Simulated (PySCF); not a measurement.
Al- (aluminium, charge -1): TPSS calculation

Configuration: [Ne] 3s2 3p2, high-spin 3P determinant. Calculation: PySCF 2.14, in aug-cc-pV(T+d)Z (6s5p4d2f, 55 functions); no relativity, point nucleus.

| Quantity | Value |
| --- | --- |
| Total energy | -242.4016 hartree |
| One-electron energy | -339.1596 hartree |
| Hartree (Coulomb) energy | 115.4506 hartree |
| Exchange-correlation energy | -18.6927 hartree |
| Kinetic energy | 241.59265 hartree |
| ⟨S²⟩ | 2.0055 |
| ⟨L²⟩ | 2.020 |
| Sum of ⟨r⟩ | 19.49 bohr |
| Sum of ⟨r²⟩ | 73.81 bohr² |
| Traceless quadrupole moment −½Σ⟨3z² − r²⟩ along its main axis | 10.8 e·bohr² |
| Density at the nucleus (Gaussians lack the cusp) | 1380 bohr⁻³ |
| Spin density at the nucleus | -0.0309 bohr⁻³ |
| Langevin diamagnetic susceptibility | -58.5 ×10⁻⁶ cm³/mol |

```tsv
shell	electrons	mean orbital energy (eV)	spread (eV)	rms radius, mean of both spins (bohr)
1s α	1	-1509.4	0	0.140
1s β	1	-1509.4	0	0.140
2s α	1	-103.66	0	0.685
2s β	1	-103.59	0	0.685
2p α	3	-64.737	0.085	0.679
2p β	3	-64.644	0.182	0.679
3s α	1	-3.094	0	2.95
3s β	1	-1.972	0	2.95
3p α	2	1.370	0	5.13
```

At TPSS the highest occupied level has a positive energy, so only the finite basis holds that electron; in a semilocal or global hybrid functional this comes from self-interaction and does not mean that the real anion is unbound.
